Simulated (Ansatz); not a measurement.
Start from `[CH3][Al]([CH3])[SnH3]` and change one atom or group to get `[BH2][Al]([CH3])[CH3]`.

Ansatz, PBE0-D4/def2-TZVP geometries, multiplicity 1. 

Elements past krypton have def2 core potentials.

```json
{"property": "HOMO energy (B3LYP/def2-TZVPP) / eV", "`[CH3][Al]([CH3])[SnH3]`": "-6.79"}
{"property": "HOMO–LUMO gap (B3LYP/def2-TZVPP) / eV", "`[CH3][Al]([CH3])[SnH3]`": "5.07"}
{"property": "LUMO energy (B3LYP/def2-TZVPP) / eV", "`[CH3][Al]([CH3])[SnH3]`": "-1.72"}
{"property": "HOMO–LUMO gap (PBE0/def2-TZVPP) / eV", "`[CH3][Al]([CH3])[SnH3]`": "5.44"}
{"property": "HOMO energy (ωB97M-V/def2-TZVPP) / eV", "`[CH3][Al]([CH3])[SnH3]`": "-8.93"}
{"property": "HOMO–LUMO gap (ωB97M-V/def2-TZVPP) / eV", "`[CH3][Al]([CH3])[SnH3]`": "9.00"}
```

(1) What does the change do to each property? (An estimate is asked.)

Answers

(1) Ansatz gave: 
```json
{"property": "HOMO energy (B3LYP/def2-TZVPP) / eV", "`[BH2][Al]([CH3])[CH3]`": "-6.79", "shift": "0.00"}
{"property": "HOMO–LUMO gap (B3LYP/def2-TZVPP) / eV", "`[BH2][Al]([CH3])[CH3]`": "4.53", "shift": "-0.54"}
{"property": "LUMO energy (B3LYP/def2-TZVPP) / eV", "`[BH2][Al]([CH3])[CH3]`": "-2.26", "shift": "-0.54"}
{"property": "HOMO–LUMO gap (PBE0/def2-TZVPP) / eV", "`[BH2][Al]([CH3])[CH3]`": "4.92", "shift": "-0.52"}
{"property": "HOMO energy (ωB97M-V/def2-TZVPP) / eV", "`[BH2][Al]([CH3])[CH3]`": "-9.13", "shift": "-0.20"}
{"property": "HOMO–LUMO gap (ωB97M-V/def2-TZVPP) / eV", "`[BH2][Al]([CH3])[CH3]`": "8.98", "shift": "-0.02"}
```

B3LYP here is the variant with VWN-RPA as its local correlation; programs differ in this.
